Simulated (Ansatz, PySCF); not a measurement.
Here is a job for PySCF.
```python
from pyscf import gto, scf, dft

mol = gto.M(
    atom='''
Ge   -1.23522005    0.51292370   -0.12591087
Ge    1.23525908   -0.51205515    0.12902469
H    -1.92530595   -0.60516687   -1.02753875
H    -2.47835897    1.61253592   -0.42053532
H    -1.94017119   -0.02486483    1.19983024
H     2.47831690   -1.61347220    0.41717868
H     1.96734679    0.62962708    0.96829304
H     1.89692349   -0.02645262   -1.23686999
''',
    basis='sto-3g',
    charge=-1,
    spin=1,
    verbose=3,
)

mf = dft.UKS(mol)
mf.xc = 'pbe0'
mf.grids.atom_grid = (99, 590)
mf.grids.prune = None
mf.kernel()
```

Task: Give the equivalent Ansatz (a quantum-chemistry and plane-wave program) input.

Result: This is not unique; one that fits is 
Ansatz 0.2 input:
```yaml
crystal:
  periodic: [false, false, false]
  atoms:
    - {symbol: Ge, position_ang: [-1.23522005, 0.51292370, -0.12591087]}
    - {symbol: Ge, position_ang: [1.23525908, -0.51205515, 0.12902469]}
    - {symbol: H, position_ang: [-1.92530595, -0.60516687, -1.02753875]}
    - {symbol: H, position_ang: [-2.47835897, 1.61253592, -0.42053532]}
    - {symbol: H, position_ang: [-1.94017119, -0.02486483, 1.19983024]}
    - {symbol: H, position_ang: [2.47831690, -1.61347220, 0.41717868]}
    - {symbol: H, position_ang: [1.96734679, 0.62962708, 0.96829304]}
    - {symbol: H, position_ang: [1.89692349, -0.02645262, -1.23686999]}
basis:
  gaussian:
    orbitals: STO-3G
hamiltonian:
  xc: pbe0
total_charge: -1
magnetization: {spin_polarized: true, initial_magnetization: 1}
accuracy: high
```

Both were run: PySCF gave -4109.062762 Eh and Ansatz -4109.062758 Eh, 0.004 mEh apart.
